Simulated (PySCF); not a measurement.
## A survey of ³¹P NMR shifts

Level of theory: shieldings: GIAO PBE0/pcSseg-1, coordinates at the GFN2-xTB level, in PySCF 2.14.0 with density-fitted response routines (isolated molecule, non-relativistic Hamiltonian, fast rotation and ring inversion assumed for equivalent nuclei, one computed conformer).

Shieldings were converted by a linear fit to measured shifts: ³¹P: δ = 270.09 − 0.828σ (rms 18.1 ppm, 64 shifts vs H3PO4, solution or neat liquid). Occasional misses reach two or three times the rms, and more in compound classes unlike the fitted ones.

(1) Give the ³¹P shifts of `FC(F)(F)/C=P/c1ccco1`.

(2) Match the shifts 197.8, 134.1, 32.0, -9.9, -232.4 ppm to `C#C[P@@](C)(=O)C(C)=O`, `C#Cc1cccpc1`, `COc1ocpc1C`, `P#Cc1ccccc1`, `C[Si@@]1(P)C[C@H](OC=O)[SiH2]O1`.

Results:

(1) 
```
            compound               environment  δ (ppm)
FC(F)(F)/C=P/c1ccco1  phosphorus bonded to 2 C    210.3
```

(2) 197.8: C#Cc1cccpc1 (phosphorus bonded to 2 C, in a 6-membered ring); 134.1: COc1ocpc1C (phosphorus bonded to 2 C, in a 5-membered ring); 32.0: P#Cc1ccccc1 (phosphorus bonded to C); -9.9: C#C[P@@](C)(=O)C(C)=O (phosphorus bonded to 3 C, O); -232.4: C[Si@@]1(P)C[C@H](OC=O)[SiH2]O1 (phosphorus bonded to Si, 2 H).
